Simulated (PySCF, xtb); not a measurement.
C₂H₂O, SMILES O1C=C1.

GFN2-xTB in xtb 6.7.1 at its own geometry gives an orbital gap of 3.30 eV and a dipole moment of 2.81 D.

Geometry optimised at PBE0-D3(BJ)/def2-TZVP.

Question: What does PBE/def2-TZVPD run with PySCF give? (An estimate is asked for; the answer gives what the named calculation found.)

Answer: gap 2.87 eV (levels -4.43 and -1.56 eV), dipole 2.19 D.
